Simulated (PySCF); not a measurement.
1-bromo-1-fluoropropa-1,2-diene (C3H2BrF), SMILES C(=C)=C(Br)F. The structure is a stationary point at PBE0-D3(BJ)/def2-SVP.

Computed equilibrium geometry at PBE0-D3(BJ)/def2-SVP (PySCF confirms it by a frequency run) as bond lengths and angles, and its point group:
point group Cs.
Atoms: C1 C2 C3 F4 Br5 H6 H7. Bonds (Å): C1–C2 1.307, C1–H6 1.097, C1–H7 1.097, C2–C3 1.306, C3–F4 1.324, C3–Br5 1.879. Angles (°): C2–C1–H6 121.4, C2–C1–H7 121.4, H6–C1–H7 117.2, C1–C2–C3 178.9, C2–C3–F4 124.2, C2–C3–Br5 122.9, F4–C3–Br5 112.9.
Charge 0, spin multiplicity 1.
